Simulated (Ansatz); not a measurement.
Consider the ligand exchange at a Ge–Cl bond: `[F][Ge]([Cl])([Cl])[Cl]` + HI → `[F][Ge]([Cl])([Cl])[I]` + HCl.

Isolated molecules relaxed with PBE0-D4/def2-TZVP in Ansatz; ΔE leaves out vibrations. CCSD(T)/CBS adds triple-zeta CCSD(T) − MP2 to the extrapolated MP2 energy (def2 sets, frozen cores). This one scheme is used for every species. DFT in def2-TZVPP. Elements past krypton have def2 core potentials. For Ge, I outer-core shells are correlated without core-valence functions, which leaves a few kJ/mol of doubt a bond. Scalar relativity is left out up to krypton.

```
             level  ΔE (eV)
      CAM-B3LYP-D4    -0.07
RPA@PBE/def2-TZVPP    -0.05
```

Q: What does CCSD(T)/CBS give? (Estimate.)

A: Computed: -0.14 eV. The listed levels differ from it by 0.07, 0.09 eV.

Largest T1 diagnostic among the species: 0.010.

At CCSD(T), def2-SVP lies +0.14 eV from the extrapolated value and def2-TZVPP +0.08 eV. The D4 term adds −0.04 eV with B3LYP and −0.02 eV with PBE0; it sums over pairs of atoms, weighted by their polarisabilities, and B3LYP, whose exchange is more repulsive, gets the larger term. From BLYP to BHLYP (50 % exact exchange), in def2-TZVPP and without D4, ΔE moves by +0.04 eV.

B3LYP here is the variant with VWN-RPA as its local correlation; programs differ in this.
